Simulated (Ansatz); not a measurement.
Molecule: difluoro(dihydroxy)silane, sum formula H2SiO2F2, charge 0, multiplicity 1. 
Geometry from a B3LYP-D3(BJ)/def2-TZVP (Ansatz, a program for electronic structure) optimisation:
```
Si
F 1 1.5802
F 1 1.5881 2 105.58
O 1 1.6130 2 107.11 3 -119.73
H 4 0.9598 1 119.41 2 -160.77
O 1 1.6206 2 112.38 3 119.33
H 6 0.9603 1 119.93 2 -73.62
```

Computed values are from Ansatz. Cores are frozen in the correlated levels unless marked. Open shells are spin-unrestricted. Spin-orbit coupling is left out. No relativistic terms. Basis-set limits of correlation are two-point, X^-3; Hartree-Fock from the larger set (for Q and 5 zeta extrapolated as (X+1)exp(-9√X)).

```
Quantity                                                                       Result
----------------------------  -------------------------------------------------------
atomisation energy De          742.8 kcal/mol at CCSD(T)/CBS(cc-pV(Q+d)Z,cc-pV(5+d)Z)
vertical triplet-singlet gap  8.56 eV at CCSD(T)/CBS(aug-cc-pV(T+d)Z,aug-cc-pV(Q+d)Z)
total energy                     -640.4742 Eh at CCSD(T)/CBS(cc-pV(Q+d)Z,cc-pV(5+d)Z)
dipole moment                                       2.37 D at CCSD(T)/aug-cc-pV(D+d)Z
T1 diagnostic                                               0.011 at CCSD/cc-pV(5+d)Z
```
